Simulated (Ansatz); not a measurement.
Reaction (redistribution): `[AlH2][O][SiH2]Br` + `[SiH3][O][ZnH]` → `[ZnH][O][SiH2]Br` + `[AlH2][O][SiH3]`

Isolated molecules relaxed with PBE0-D4/def2-TZVP in Ansatz; ΔE leaves out vibrations. CCSD(T)/CBS is the MP2 limit (def2-TZVPP, def2-QZVPP) plus CCSD(T) − MP2 in def2-TZVPP, frozen cores. For Br, Zn outer-core shells are correlated without core-valence functions, which leaves a few kJ/mol of doubt a bond. Scalar relativity is left out up to krypton. Each species was taken in one conformer, which may not be the lowest.

`[AlH2][O][SiH2]Br`:

Cartesian coordinates in Å:
```
Al 0.210 1.380 1.268
O -0.256 0.153 0.200
Si -0.356 -1.020 -0.894
Br 1.665 -1.438 -1.732
H 0.189 2.862 0.730
H 0.595 0.959 2.738
H -1.214 -0.615 -2.030
H -0.832 -2.280 -0.280
```

`[SiH3][O][ZnH]`:

```xyz
7

Si    0.991   -0.160    0.562
O    -0.222   -0.271   -0.503
Zn   -1.801    0.215   -1.116
H     1.438    1.252    0.742
H     2.156   -0.958    0.090
H     0.587   -0.676    1.903
H    -3.148    0.597   -1.679
```

`[ZnH][O][SiH2]Br`:

Cartesian coordinates in Å:
```
Zn -1.268 -0.961 1.125
O -0.210 -0.937 -0.326
Si 0.720 0.274 -0.819
Br 0.473 1.973 0.648
H -2.191 -1.102 2.312
H 2.162 -0.063 -0.806
H 0.313 0.816 -2.135
```

`[AlH2][O][SiH3]`:

Cartesian coordinates in Å:
```
Al -0.064 -1.590 0.981
O -0.002 -0.169 0.085
Si 0.050 1.220 -0.754
H 1.143 -2.600 0.850
H -1.325 -1.834 1.900
H -0.595 1.034 -2.081
H 1.460 1.644 -0.962
H -0.667 2.296 -0.019
```

```
            species  SCS-MP2/def2-QZVPP energy (Eh)
`[AlH2][O][SiH2]Br`                     -3181.75240
   `[SiH3][O][ZnH]`                     -2144.97451
 `[ZnH][O][SiH2]Br`                     -4717.44061
  `[AlH2][O][SiH3]`                      -609.28965
```

Task: Work out ΔE.

Result: ΔE = (-4717.44061) + (-609.28965) − (-3181.75240) − (-2144.97451) = -0.00335 Eh = -2.1 kcal/mol. CCSD(T)/CBS gives -2.5 kcal/mol.

Largest T1 diagnostic among the species: 0.016.
